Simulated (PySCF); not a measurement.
Species: C₂H₁₀Ge₂O.
SMILES with atom numbers: `[CH3:1][CH2:2][O:3][GeH2:4][GeH3:5]` (hydrogens: H6, H7, H8 on C1; H9, H10 on C2; H11, H12 on Ge4; H13, H14, H15 on Ge5)

Structure used (PBE0-D3(BJ)/def2-SVP), in Å, numbered top down from 1:
```
atom  x, y, z in Å
C1    -2.1844    0.1681   -0.1954
C2    -1.5392    0.1802    1.1763
O3    -0.7911   -0.9738    1.4520
Ge4    0.7393   -1.3303    0.5951
Ge5    1.9975    0.7199    0.2497
H6    -1.4279    0.1656   -0.9977
H7    -2.8172    1.0575   -0.3391
H8    -2.8102   -0.7288   -0.3178
H9    -0.9188    1.0949    1.2883
H10   -2.3195    0.2440    1.9541
H11    1.4620   -2.3168    1.5266
H12    0.4379   -2.0227   -0.7540
H13    2.2025    1.4666    1.5797
H14    1.2667    1.6538   -0.7331
H15    3.3777    0.3779   -0.3424
```

Computed, not measured: core-valence-separated Tamm–Dancoff BHandHLYP/aug-pcX-1 (pcseg-1 on H, def2-SVPD on Ge) in PySCF, non-relativistic, gas phase, PBE0-D3(BJ)/def2-SVP geometry. Absolute energies from this functional tend to lie a few eV below measured edges; no shift was applied.

The lowest roots of each edge with f over 0.003 (five at most, numbered afresh; weaker and dark ones are left out), with transition dipoles (au) in the frame of the coordinates:

| root | edge | E (eV) | μx | μy | μz |
| --- | --- | --- | --- | --- | --- |
| 1 | C | 285.32 | 0.0122 | -0.0089 | 0.0345 |
| 2 | C | 286.01 | 0.0537 | -0.0289 | -0.0227 |
| 3 | C | 286.12 | 0.0274 | 0.0508 | -0.0088 |
| 4 | C | 286.55 | 0.0154 | -0.0603 | -0.0125 |
| 5 | C | 286.74 | -0.0008 | -0.0279 | -0.0073 |
| 6 | O | 531.34 | 0.0336 | 0.0015 | -0.0262 |
| 7 | O | 533.38 | 0.0140 | 0.0077 | -0.0063 |
| 8 | O | 533.56 | 0.0104 | 0.0003 | 0.0122 |
| 9 | O | 533.84 | 0.0022 | 0.0133 | 0.0164 |
| 10 | O | 534.22 | 0.0124 | -0.0315 | 0.0002 |

Q: What are the oscillator strengths?

A: f = (2/3) ΔE |μ|², with ΔE in hartree (27.2114 eV):

```
root  ΔE (Eh)  |μ|² (au)      f  core hole on
   1  10.4854   0.001418  0.010            C1
   2  10.5106   0.004234  0.030            C1
   3  10.5148   0.003409  0.024            C1
   4  10.5304   0.004030  0.028            C2
   5  10.5374   0.000832  0.006            C1
   6  19.5265   0.001818  0.024            O3
   7  19.6015   0.000295  0.004            O3
   8  19.6078   0.000257  0.003            O3
   9  19.6181   0.000451  0.006            O3
  10  19.6322   0.001146  0.015            O3
```

Q: Molecules are fixed in this frame and the field points along (0, 1, 1)/√2. What effective strengths 3 f cos²θ do the roots have (θ between field and μ)?

A: root 1 (C1): 0.007, root 2 (C1): 0.028, root 3 (C1): 0.019, root 4 (C2): 0.056, root 5 (C1): 0.013, root 6 (O3): 0.012, root 7 (O3): 0.000, root 8 (O3): 0.003, root 9 (O3): 0.017, root 10 (O3): 0.019. Root 4 is the strongest. Averaged over all orientations cos²θ is 1/3, which gives f back.

 The BHandHLYP/aug-pcX-1 (pcseg-1 on H, def2-SVPD on Ge) calculation is non-relativistic and has no spin–orbit coupling, an omission that weighs most on germanium.

One conformer stands for the species.
